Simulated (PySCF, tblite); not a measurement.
Isomers of C6H7N2 (doublet state). Computed with GFN2-xTB (tblite): harmonic, unscaled wavenumbers at the GFN2-xTB geometry, gas phase. The method is semi-empirical: single wavenumbers can be off by several per cent or more. One conformer each. Open shells enter through the occupations alone, without spin polarisation, and single modes of such species can be off by tens of per cent.

Electronic energies: B3LYP/pcH-1 single points on the GFN2-xTB geometries (PySCF, gas phase).

| SMILES | electronic energy, lowest = 0 (kJ/mol) |
| --- | --- |
| [H]/N=[C]/CCC(=C)C#N | 0.0 |
| [H]/N=C1\C[C@@H]2[C]=N[C@H]1C2 | 57.3 |
| [H]/[C]=N/C(=N\[H])C(C)=C=C | 114.9 |
| C=C(C)/N=[C]/CC#N | 11.7 |

Task: How do GFN2-xTB zero-point energies change the relative energies?

Result: 
```csv
SMILES,ZPE (kJ/mol),of it from modes above 1550 cm⁻¹,electronic (kJ/mol),"with ZPE, lowest = 0 (kJ/mol)",lowest mode (cm⁻¹),rings
[H]/N=[C]/CCC(=C)C#N,297.6,163.4,0.0,0.0,23,0
C=C(C)/N=[C]/CC#N,294.5,162.9,11.7,8.6,23,0
[H]/N=C1\C[C@@H]2[C]=N[C@H]1C2,312.0,149.0,57.3,71.7,129,2
[H]/[C]=N/C(=N\[H])C(C)=C=C,290.5,153.7,114.9,107.9,42,0
```

The zero-point energies span 21.5 kJ/mol, from `[H]/[C]=N/C(=N\[H])C(C)=C=C` to `[H]/N=C1\C[C@@H]2[C]=N[C@H]1C2`. The order is unchanged.

Task: And how do the electronic energies of GFN2-xTB itself compare?

Result: `[H]/N=[C]/CCC(=C)C#N` 93.2; `C=C(C)/N=[C]/CC#N` 29.6; `[H]/N=C1\C[C@@H]2[C]=N[C@H]1C2` 0.0; `[H]/[C]=N/C(=N\[H])C(C)=C=C` 113.5 kJ/mol, lowest = 0. Against the energies above, taken from the same isomer `[H]/N=[C]/CCC(=C)C#N`, the largest difference is 150.5 kJ/mol.
